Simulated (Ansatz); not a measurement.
Two isomers of CH6BFOSi: A = `BC[SiH](O)F`, B = `FBOC[SiH3]`.

Gas-phase electronic energies from Ansatz, PBE0-D4/def2-TZVP geometries. CBS: MP2 limit from def2 TZ/QZ plus the TZ coupled-cluster correction, frozen cores. Functionals use def2-TZVPP. B3LYP here is the variant with VWN-RPA as its local correlation; programs differ in this. One conformer a species, not always the lowest.

(1) Which is lower in electronic energy at CCSD(T)/CBS, and by how much? (An estimate is asked.)

(2) Give E(B) − E(A) in kJ/mol with PBE0-D4, B2PLYP, B3LYP-D4, HF/def2-TZVPP, B3LYP, MP2/def2-TZVPP, CCSD(T)/def2-TZVPP. (Estimate.)

Largest T1 diagnostic: 0.013.

Results:

(1) Computed: A, by 89.7 kJ/mol.

(2) Computed: PBE0-D4 76.6, B2PLYP 79.3, B3LYP-D4 73.1, HF/def2-TZVPP 80.1, B3LYP 71.0, MP2/def2-TZVPP 94.0, CCSD(T)/def2-TZVPP 81.1. None reverses the order clearly.

From PBE to PBE0 (25 % exact exchange), in def2-TZVPP and without D4, E(B) − E(A) moves by +9.3 kJ/mol.
